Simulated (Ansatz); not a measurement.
These are frozen-core CCSD(T)/cc-pVTZ // B3LYP-D3(BJ)/def2-TZVP (Ansatz, a first-principles code) values and carry that method's errors.

Ansatz 0.2 input:
```yaml
crystal:
  periodic: [false, false, false]
  atoms:
    - { symbol: O, position_ang: [2.455154, 0.400425, -0.307454] }
    - { symbol: C, position_ang: [1.103279, 0.496956, -0.310581] }
    - { symbol: C, position_ang: [0.231377, -0.377383, 0.196804] }
    - { symbol: Si, position_ang: [-1.59708, -0.117463, 0.122217] }
    - { symbol: H, position_ang: [2.719939, -0.420019, 0.129103] }
    - { symbol: H, position_ang: [0.798361, 1.415312, -0.79893] }
    - { symbol: H, position_ang: [0.624406, -1.275698, 0.671031] }
    - { symbol: H, position_ang: [-2.270675, -1.214785, -0.616182] }
    - { symbol: H, position_ang: [-2.194104, -0.074463, 1.480449] }
    - { symbol: H, position_ang: [-1.870657, 1.167119, -0.566455] }
basis:
  gaussian: { orbitals: cc-pVTZ }
correlation:
  method: ccsd_t
```

Output:

```
Functional definition: HF
1200 factors; integrals over basis functions are off by at most 9.6e-4 eV
mean field evaluation 1: about -12053.4282 eV, gradient 3.3e1 eV
mean field evaluation 2: about -12053.6801 eV, gradient 3.3e1 eV
mean field evaluation 4: about -12056.5183 eV, gradient 3.8e0 eV
mean field evaluation 8: about -12056.5671 eV, gradient 2.7e-1 eV
mean field evaluation 16: about -12053.4265 eV, gradient 3.3e1 eV
mean field -12056.56747799 eV, -443.0706825814 hartree, gradient 2.4e-6 eV, S^2 0.000000; 0 other end points of the search recorded, 0 dependent functions left out
8 core orbitals not correlated
reference -12056.56747799 eV, -443.0706825814 hartree; 12, 12 occupied and 188, 188 virtual orbitals, 1200 factors
second order -18.82933805 eV of doubles, -0.00000000 eV of singles
cycle   1  -19.23440525 eV  change   -4.1e-1 eV  update   9.8e-2
cycle   2  -19.74738014 eV  change   -5.1e-1 eV  update   3.1e-2
cycle   3  -19.86480997 eV  change   -1.2e-1 eV  update   1.6e-2
cycle   4  -19.85499762 eV  change    9.8e-3 eV  update   4.2e-3
cycle   5  -19.85381815 eV  change    1.2e-3 eV  update   1.8e-3
cycle   6  -19.85437301 eV  change   -5.5e-4 eV  update   5.0e-4
cycle   7  -19.85410506 eV  change    2.7e-4 eV  update   1.4e-4
cycle   8  -19.85406652 eV  change    3.9e-5 eV  update   4.9e-5
cycle   9  -19.85407881 eV  change   -1.2e-5 eV  update   1.8e-5
perturbative correction -0.81502366 eV, -0.0299515672 hartree
Total energy: -12077.23658047 eV, -443.8302580872 hartree
```

Cost: very roughly 2.8 core-minutes.
